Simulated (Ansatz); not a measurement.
Consider the hydrogenolysis of the Si–F bond: `C[SiH](F)[GeH3]` + H₂ → `C[SiH2][GeH3]` + H–F.

Gas-phase electronic energies from Ansatz, PBE0-D4/def2-TZVP geometries. CBS: MP2 limit from def2 TZ/QZ plus the TZ coupled-cluster correction, frozen cores. This one scheme is used for every species. Functionals use def2-TZVPP. HSE06 is defined as in plane-wave codes. For Ge outer-core shells are correlated without core-valence functions, which leaves a few kJ/mol of doubt a bond. Scalar relativity is left out up to krypton.

| level | ΔE (kJ/mol) |
| --- | --- |
| B97M-V | 115.9 |
| r2SCAN0-D4 | 111.7 |
| HSE06-D4 | 101.7 |
| ωB97X-V | 111.7 |
| r2SCANh | 114.3 |
| LC-ωPBE | 106.1 |
| MP2/def2-SVP | 99.1 |
| SCS-MP2/def2-QZVPP | 112.7 |

What does CCSD(T)/CBS give? (An estimate is asked.)

Ansatz gave: +108.5 kJ/mol. The listed levels differ from it by 7.4, 3.2, -6.8, 3.2, 5.8, -2.4, -9.4, 4.2 kJ/mol.

Largest T1 diagnostic among the species: 0.012.

Leaving LDA and LC-ωPBE aside and taking each functional with its dispersion term where it has one, the values, not all of them listed here, spread over 15.1 kJ/mol, from HSE06-D4 to r2SCAN-D4. At CCSD(T), def2-SVP lies −14.9 kJ/mol from the extrapolated value and def2-TZVPP −2.6 kJ/mol.
